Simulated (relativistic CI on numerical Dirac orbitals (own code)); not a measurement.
## How well does a small relativistic CI reproduce K II?

Calculated at this level of theory: Dirac-Coulomb-Breit CI, separate exchange-only KLI orbitals for each configuration, QED by a radiative potential, valence Slater integrals scaled by 0.85, P86 correlation estimate, and configurations built on the next ion tied to the tabulated ionisation energy (semi-empirical) (own radial code, finite nucleus).

CI space (outside the closed core [Ne]): 3s²3p⁶, 3s²3p⁵4s, 3s²3p⁵3d, 3s²3p⁵4p, 3s²3p⁵4d, 3s²3p⁵5s, 3s²3p⁵4f, 3s²3p⁴3d², 3s3p⁶3d, 3s²3p⁵5p, 3s²3p⁵5d, 3s²3p⁵5f, 3s²3p⁵5g. Levels of other configurations are missing.

```
Configuration  Term (tabulated)  J  Measured (cm⁻¹)  Computed  Error  Purity (%)
       3s²3p⁶                1S  0              0.0         0      0          98
     3s²3p⁵4s               3P°  2         162507.0    164417   1910          83
     3s²3p⁵3d               3P°  0         163436.3    165343   1907          69
     3s²3p⁵3d               3P°  2         164932.3    167644   2711          82
     3s²3p⁵4s               3P°  0         165149.5    167916   2766          69
     3s²3p⁵4s               1P°  1         166461.5    168784   2322          71
```

Measured levels from NIST Handbook of Basic Atomic Spectroscopic Data (Sansonetti and Martin, J. Phys. Chem. Ref. Data 34, 1559 (2005)); pairs were made by configuration, J and term (by order where the table uses no LS term), so strongly mixed levels may be paired wrongly.

Mean error by configuration (cm⁻¹): 3s²3p⁵4s 2333; 3s²3p⁵3d 2309. Over the excited levels the mean absolute error is 2323 cm⁻¹ (5 of the 7 excited levels that our extract of the source holds in range could be paired, and the others can miss by more), and the median relative error of those above 1,000 cm⁻¹ is 1.4 %.
